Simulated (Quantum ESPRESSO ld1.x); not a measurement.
Q: The holmium ion Ho3+, configuration [Kr] 4d10 4f10 5s2 5p5.75 6p0.25 (fractional occupations, a model configuration). All-electron calculation, Dirac Kohn-Sham, exchange-only B88, spin-unpolarised, spherical densities, point nucleus; open shells fill j = l - 1/2 first. Program: ld1.x of Quantum ESPRESSO 7.5. Some entries of the table are withheld. Estimate them.

| orbital | occ. | eigenvalue (eV) | r(max) (bohr) |
|---|---|---|---|
| 1s1/2 | 2 | -55476.0 | (1) |
| 2s1/2 | 2 | -9301.61 | 0.074 |
| 2p1/2 | 2 | -8854.36 | 0.057 |
| 2p3/2 | 4 | -7997.11 | 0.062 |
| 3s1/2 | 2 | -2103.36 | 0.211 |
| 3p1/2 | 2 | -1907.79 | 0.199 |
| 3p3/2 | 4 | -1728.77 | 0.212 |
| 3d3/2 | 4 | -1393.58 | 0.167 |
| 3d5/2 | 6 | -1354.47 | 0.171 |
| 4s1/2 | 2 | -442.061 | 0.484 |
| 4p1/2 | 2 | -364.412 | 0.488 |
| 4p3/2 | 4 | -324.125 | 0.512 |
| 4d3/2 | 4 | -196.292 | 0.516 |
| 4d5/2 | 6 | -188.963 | 0.525 |
| 5s1/2 | 2 | -80.2659 | 1.12 |
| 5p1/2 | 2 | (2) | 1.22 |
| 5p3/2 | 3.75 | (3) | 1.30 |
| 4f5/2 | 6 | -35.8367 | 0.516 |
| 4f7/2 | 4 | -34.7882 | 0.521 |
| 6p1/2 | 0.25 | -18.5330 | 3.20 |
| 6p3/2 | 0 | -17.6355 | 3.38 |

A: 
(1) 1s1/2 r(max) (bohr): 0.013
(2) 5p1/2 eigenvalue (eV): -58.5899
(3) 5p3/2 eigenvalue (eV): -53.0366
